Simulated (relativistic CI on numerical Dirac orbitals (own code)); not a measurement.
# Ligand-field terms of d8

Computed with a parametric ligand-field model of a d^n configuration (Racah B and C, spin-orbit zeta, crystal field), exact diagonalisation.

Field parameters in Wybourne normalisation: Oh B⁴₀ = 21Dq, B⁴₄ = √(5/14) B⁴₀. The field is a parameter set, without covalency.

B = 320 cm⁻¹, C = 1590 cm⁻¹ (C/B = 4.97), Oh, no spin-orbit coupling. Tanabe-Sugano data, E/B above the lowest term (Δ = |10Dq|; b, c mark the second and third term of a kind):

| Δ/B | 3A2 | 3T2 | 3T1 | 1E | 3T1(b) | 1A1 |
| --- | --- | --- | --- | --- | --- | --- |
| 1.0 | 0.00 | 1.00 | 1.79 | 15.66 | 16.21 | 22.71 |
| 5.0 | 0.00 | 5.00 | 8.68 | 16.94 | 21.32 | 25.30 |
| 9.0 | 0.00 | 9.00 | 15.00 | 17.33 | 27.00 | 27.21 |
| 13.0 | 0.00 | 13.00 | 20.68 | 17.50 | 33.32 | 28.63 |
| 17.0 | 0.00 | 17.00 | 25.79 | 17.60 | 40.21 | 29.69 |
| 21.0 | 0.00 | 21.00 | 30.51 | 17.66 | 47.49 | 30.51 |
| 25.0 | 0.00 | 25.00 | 35.00 | 17.70 | 55.00 | 31.15 |
| 29.0 | 0.00 | 29.00 | 39.34 | 17.73 | 62.66 | 31.66 |
| 33.0 | 0.00 | 33.00 | 43.58 | 17.76 | 70.42 | 32.08 |
| 37.0 | 0.00 | 37.00 | 47.77 | 17.78 | 78.23 | 32.42 |
| 41.0 | 0.00 | 41.00 | 51.91 | 17.79 | 86.09 | 32.71 |
| 45.0 | 0.00 | 45.00 | 56.03 | 17.81 | 93.97 | 32.96 |

The ground term stays 3A2.
